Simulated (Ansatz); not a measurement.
The first iterations of a band of C$_{2}$H$_{3}$Cl$_{2}$FSi (9 atoms, charge 0, multiplicity 1).

These are results of RKS PBE0/6-31G in Ansatz, not measurements.

* movable images: 5
* climbing image: yes
* spring: 5.0 eV/Å²
* optimiser: quadratic models (default)
* start path: through a guess of the saddle point
* force threshold: 0.03 eV/Å
* iteration limit: 54
* end points: relaxed

First end point:

```xyz
9
Properties=species:S:1:pos:R:3
F -0.655 -2.094 -0.387
C 0.425 -1.355 -0.832
C 0.615 -0.095 -0.454
Si -0.524 0.828 0.701
Cl -1.241 2.599 -0.327
Cl 0.637 1.495 2.408
H 1.051 -1.938 -1.497
H 1.484 0.429 -0.839
H -1.704 0.084 1.211
```

Last end point:

```xyz
9
Properties=species:S:1:pos:R:3
F 1.063 -2.129 -1.581
C 0.282 -1.372 -0.741
C 0.589 -0.111 -0.442
Si -0.496 0.876 0.701
Cl -1.231 2.640 -0.318
Cl 0.647 1.537 2.417
H -0.572 -1.936 -0.383
H 1.478 0.348 -0.865
H -1.671 0.101 1.195
```

| iteration | highest image above the first end (eV) | largest band force component (eV/Å) |
| --- | --- | --- |
| 1 | 7.090 | 24.358 |
| 2 | 3.082 | 6.217 |
| 3 | 2.755 | 2.819 |
| 4 | 2.672 | 2.347 |
| 5 | 2.014 | 0.787 |

Question: Does the band converge within its limit, and where does its top end?

Answer: The forces met the threshold. It ended after 16 iterations with the highest image 3.022 eV above the first end. Neighbouring images differ by up to 2.4 eV, so the band resolves the path poorly. A vibrational analysis at the climbing image gives one clearly imaginary mode, 2487i cm⁻¹: a first-order saddle point. Limits of this set-up: no polarisation functions.

Time of the run: 5.3 min on 1 thread of Arm Neoverse V2 (shared host), peak memory 0.18 GiB.
